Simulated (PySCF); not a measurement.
Working out the ionisation energy of Se⁺

Se⁺ [Ar] 3d10 4s2 4p3 (4S) → Se²⁺ [Ar] 3d10 4s2 4p2 (3P). Calculation: PySCF 2.14, in x2c-TZVPall; scalar relativity by spin-free X2C-1e. Frozen: [Ar] 3d10. Energies in hartree (1 hartree = 27.21139 eV):

| part | Se⁺ (lower) | Se²⁺ (upper) |
| --- | --- | --- |
| UHF | -2427.752446 | -2426.986238 |
| CCSD correlation | -0.089656 | -0.072432 |
| (T) | -0.002538 | -0.001491 |

Task: What does Hartree-Fock give?

Result: (-2426.986238) − (-2427.752446) = 0.766208 hartree = 20.850 eV.

Task: What do CCSD and CCSD(T) give?

Result: The CCSD correlation energies differ by 0.017224 hartree = 0.469 eV and the triples by 0.001047 hartree = 0.028 eV, so CCSD gives 21.319 eV and CCSD(T) 21.347 eV.

Reference: 21.196 ± 0.01 eV (measured; NIST Atomic Spectra Database, ionization energies), between the lowest levels; spin-orbit coupling is absent from the calculation.

What remains against the reference includes basis incompleteness, the frozen core and higher excitations.
